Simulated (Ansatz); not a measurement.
A series at Sc: from `[Cl][Sc]([Cl])[Cl]`, ligands are replaced one by one, each step taking up H–F and setting free HCl; n counts the steps. Ansatz, PBE0-D4/def2-TZVP geometries.

```json
{"n": "0", "molecule": "`[Cl][Sc]([Cl])[Cl]`", "HOMO energy, ωB97M-V/def2-TZVPP (eV)": "?"}
{"n": "1", "molecule": "`[F][Sc]([Cl])[Cl]`", "HOMO energy, ωB97M-V/def2-TZVPP (eV)": "-11.57"}
{"n": "2", "molecule": "`[F][Sc]([F])[Cl]`", "HOMO energy, ωB97M-V/def2-TZVPP (eV)": "-11.60"}
{"n": "3", "molecule": "`[F][Sc]([F])[F]`", "HOMO energy, ωB97M-V/def2-TZVPP (eV)": "-13.75"}
```

Problem. By hand: fit a straight line y = ȳ + b (n − n̄) to the 3 given rows and predict n = 0.

Solution. n̄ = 2.000, ȳ = -12.307; Σ(n − n̄)(y − ȳ) = -2.180, Σ(n − n̄)² = 2.000, so b = -1.090 eV a step. Prediction: -12.307 + (-1.090) × (-2.000) = -10.13 eV.

Problem. By hand: compare with the computed value, -11.47 eV, and give the steps along the whole series.

Solution. The line misses by -1.34 eV (computed minus predicted). Steps: -0.10, -0.03, -2.15 eV.

One step carries most of the change, so a line is a poor guide. The highest orbital can change its character along such a series. The miss is 58.8 % of the series' range.
